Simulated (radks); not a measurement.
The numbers below are computed, except where a source is named.
How relativity changes the ionisation of the fluorine ion F+ ([He] 2s2 2p4) to F2+ ([He] 2s2 2p3). Spin-unpolarised spherical Kohn-Sham, BLYP, point nucleus unless stated (finite: rms radius 2.8976 fm), a radial shooting solver on a logarithmic mesh with Libxc functionals. A level marked "c x" has the speed of light scaled by that factor and shares open shells by 2j + 1; other Dirac levels either fill j = l - 1/2 first or share by 2j + 1.

\begin{tabular}{lrrrrr}
level & E(F+) (hartree) & E(F2+) (hartree) & IE (eV) & HOMO & <r> HOMO (bohr) \\ \hline
non-rel. & -99.02971 & -97.61783 & 38.419 & 2p & 0.9839 \\
scalar-rel. & -99.12402 & -97.71251 & 38.409 & 2p & 0.9837 \\
scalar-rel., finite nucleus & -99.12399 & -97.71248 & 38.409 & 2p & 0.9837 \\
Dirac, 2j+1 shares & -99.12403 & -97.71252 & 38.409 & 2p3/2 & 0.9843 \\
Dirac, low j first & -99.12587 & -97.71574 & 38.372 & 2p3/2 & 0.9845 \\
Dirac, 2j+1 shares, finite nucleus & -99.12400 & -97.71249 & 38.409 & 2p3/2 & 0.9843 \\
Dirac, c x 0.75 & -99.19767 & -97.78644 & 38.402 & 2p3/2 & 0.9847 \\
Dirac, c x 1.25 & -99.09003 & -97.67838 & 38.413 & 2p3/2 & 0.9842 \\
Dirac, c x 5 & -99.03347 & -97.62161 & 38.419 & 2p3/2 & 0.9839 \\
\end{tabular}

NIST Atomic Spectra Database: 34.971 eV (measured). The relativistic part of the total energy of F+ is -0.0943 hartree (Dirac, 2j+1 shares, finite nucleus), 0.095 % of the non-relativistic value. Spin polarisation and multiplet splitting of open shells are left out at every level.

Beside tabulated values, note that spin-unpolarised runs miss the spin-polarisation part of the exchange energy of open shells.
